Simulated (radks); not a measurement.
Values are calculated unless marked as measured or tabulated.
The mean radii <r> (bohr) of the occupied orbitals of an atom or ion are listed with their occupations. Code: a radial shooting solver on a logarithmic mesh with Libxc functionals. Model: scalar-relativistic Kohn-Sham, exchange-only LDA, spin-polarised, spherical densities, finite nucleus; Fermi nuclear charge, rms radius of each element as measured or else 0.836 A^(1/3) + 0.57 fm.

| orbital | occ. | <r> |
|---|---|---|
| 1s up | 1 | 0.07702 |
| 1s down | 1 | 0.07702 |
| 2s up | 1 | 0.3656 |
| 2s down | 1 | 0.3656 |
| 2p up | 3 | 0.3285 |
| 2p down | 3 | 0.3285 |
| 3s up | 1 | 1.160 |
| 3s down | 1 | 1.157 |
| 3p up | 3 | 1.277 |
| 3p down | 3 | 1.268 |
| 4s up | 1 | 3.613 |

Name the element and its charge. Open shells, if any, are filled with parallel spins first.

Answer. Z = 20, calcium, charge +1: Ca+ in [Ar] 4s1. The 1s radius gives Z: for a bare nucleus <r> = (2 gamma + 1)/(2Z) with gamma = sqrt(1 - (Z/c)^2), 0.07446 bohr for Z = 20, and screening makes it slightly larger (0.07702 here). The occupations add up to 19, and the charge is Z minus that.
